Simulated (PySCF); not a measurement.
CH3S, charge -1, singlet, at a GFN2-xTB geometry (in this run its highest filled SCF level lies above zero, so its values depend strongly on the basis, on diffuse functions most of all), with bond 3-2 at 2.0 times its length; PBE/def2-SVP (PySCF).

Input for PySCF:
```python
from pyscf import gto, scf, dft

mol = gto.M(
    atom='''
C    -0.183104    1.161382    0.015056
S    -0.047967   -0.563722   -0.011490
H     2.640019   -1.722474    0.050047
H     0.257558    1.581188    0.936323
H     0.312515    1.613166   -0.862102
''',
    basis='def2-svp',
    charge=-1,
    spin=0,
    verbose=4,
)

mf = dft.RKS(mol)
mf.xc = 'pbe'
mf.kernel()
```

What the program printed (banner, timings and long lists left out):

```
PySCF version 2.14.0

[INPUT] verbose = 4
[INPUT] num. atoms = 5
[INPUT] num. electrons = 26
[INPUT] charge = -1
[INPUT] spin (= nelec alpha-beta = 2S) = 0
[INPUT] symmetry False subgroup None
[INPUT] Mole.unit = angstrom
[INPUT] Symbol           X                Y                Z      unit          X                Y                Z       unit  Magmom
[INPUT]  1 C     -0.183104000000   1.161382000000   0.015056000000 AA   -0.346016412312   2.194693906000   0.028451716531 Bohr   0.0
[INPUT]  2 S     -0.047967000000  -0.563722000000  -0.011490000000 AA   -0.090644493017  -1.065280190392  -0.021712953171 Bohr   0.0
[INPUT]  3 H      2.640019000000  -1.722474000000   0.050047000000 AA    4.988912873648  -3.255004116684   0.094575123356 Bohr   0.0
[INPUT]  4 H      0.257558000000   1.581188000000   0.936323000000 AA    0.486714081191   2.988012271449   1.769394034131 Bohr   0.0
[INPUT]  5 H      0.312515000000   1.613166000000  -0.862102000000 AA    0.590567759818   3.048441933460  -1.629136671440 Bohr   0.0

nuclear repulsion = 46.4931077736027
number of shells = 23
number of NR pGTOs = 81
number of NR cGTOs = 47
basis = def2-svp
ecp = {}

******** <class 'pyscf.dft.rks.RKS'> ********
method = RKS
initial guess = minao
damping factor = 0
level_shift factor = 0
DIIS = <class 'pyscf.scf.diis.CDIIS'>
diis_start_cycle = 1
diis_space = 8
diis_damp = 0
SCF conv_tol = 1e-09
SCF conv_tol_grad = None
SCF max_cycles = 50
direct_scf = True
direct_scf_tol = 1e-13
XC library pyscf.dft.libxc version 7.1.2
    S. Lehtola, C. Steigemann, M. J. T. Oliveira, and M. A. L. Marques,  SoftwareX 7, 1–5 (2018)
XC functionals = pbe
    J. P. Perdew, K. Burke, and M. Ernzerhof,  Phys. Rev. Lett. 77, 3865 (1996)
    J. P. Perdew, K. Burke, and M. Ernzerhof,  Phys. Rev. Lett. 78, 1396 (1997)
    J. P. Perdew, K. Burke, and M. Ernzerhof,  Phys. Rev. Lett. 77, 3865 (1996)
    J. P. Perdew, K. Burke, and M. Ernzerhof,  Phys. Rev. Lett. 78, 1396 (1997)
radial grids:
    Treutler-Ahlrichs [JCP 102, 346 (1995); DOI:10.1063/1.469408] (M4) radial grids

becke partition: Becke, JCP 88, 2547 (1988); DOI:10.1063/1.454033
pruning grids: <function nwchem_prune>
grids dens level: 3
symmetrized grids: False
atomic radii adjust function: <function treutler_atomic_radii_adjust>
small_rho_cutoff = 0
Set gradient conv threshold to 3.16228e-05
Initial guess from minao.
tot grids = 62424
init E= -437.466518456449
  HOMO = -0.211327743692304  LUMO = -0.173203637991836  gap/eV = 1.03741
cycle= 1 E= -437.56334893512  delta_E= -0.0968  |g|= 0.308  |ddm|= 2.15
  HOMO = 0.0877080915799486  LUMO = 0.141151758896404  gap/eV = 1.45428
cycle= 2 E= -437.488101133767  delta_E= 0.0752  |g|= 0.499  |ddm|= 1.27
  HOMO = 0.0534460145946336  LUMO = 0.11158461025755  gap/eV = 1.58203
cycle= 3 E= -437.187774207507  delta_E=  0.3  |g|= 0.637  |ddm|= 1.95
  HOMO = 0.0515517547610842  LUMO = 0.0913079376494932  gap/eV = 1.08182
cycle= 4 E= -437.581298938165  delta_E= -0.394  |g|= 0.177  |ddm|= 1.23
  HOMO = 0.0487150955800302  LUMO = 0.0856612699941821  gap/eV = 1.00536
cycle= 5 E= -437.478273545001  delta_E= 0.103  |g|= 0.427  |ddm|= 0.512
  HOMO = 0.0486727698694689  LUMO = 0.0856891527856631  gap/eV = 1.00727
cycle= 6 E= -437.476139751724  delta_E= 0.00213  |g|= 0.431  |ddm|= 0.00715
  HOMO = 0.0359961355541212  LUMO = 0.0863385082483266  gap/eV = 1.36989
cycle= 7 E= -437.584061390097  delta_E= -0.108  |g|= 0.141  |ddm|= 1.04
  HOMO = 0.0400716724949599  LUMO = 0.0837953544675414  gap/eV = 1.18978
cycle= 8 E= -437.597333751713  delta_E= -0.0133  |g|= 0.0433  |ddm|= 0.21
  HOMO = 0.0410808570436045  LUMO = 0.0830522908301563  gap/eV = 1.14210
cycle= 9 E= -437.598606543228  delta_E= -0.00127  |g|= 0.00559  |ddm|= 0.0747
  HOMO = 0.0411291026317451  LUMO = 0.0829171930200516  gap/eV = 1.13711
cycle= 10 E= -437.598625845587  delta_E= -1.93e-05  |g|= 0.000742  |ddm|= 0.00936
  HOMO = 0.0411802620342105  LUMO = 0.0829206295548723  gap/eV = 1.13581
cycle= 11 E= -437.598625693605  delta_E= 1.52e-07  |g|= 0.000846  |ddm|= 0.00277
  HOMO = 0.041166803604646  LUMO = 0.0829362702294389  gap/eV = 1.13661
cycle= 12 E= -437.598626157361  delta_E= -4.64e-07  |g|= 6.89e-05  |ddm|= 0.00146
  HOMO = 0.0411668856662675  LUMO = 0.0829366558319267  gap/eV = 1.13661
cycle= 13 E= -437.598626158312  delta_E= -9.52e-10  |g|= 5.47e-05  |ddm|= 2.75e-05
  HOMO = 0.0411654836175996  LUMO = 0.082936626761879  gap/eV = 1.13665
cycle= 14 E= -437.598626160115  delta_E= -1.8e-09  |g|= 1.71e-05  |ddm|= 7.28e-05
  HOMO = 0.0411653109165648  LUMO = 0.0829368508719117  gap/eV = 1.13666
cycle= 15 E= -437.598626160277  delta_E= -1.62e-10  |g|= 5.13e-06  |ddm|= 2.09e-05
  HOMO = 0.041163839511011  LUMO = 0.0829373652335037  gap/eV = 1.13672
Extra cycle  E= -437.598626158474  delta_E= 1.8e-09  |g|= 5.42e-05  |ddm|= 0.000107
converged SCF energy = -437.598626158474
```
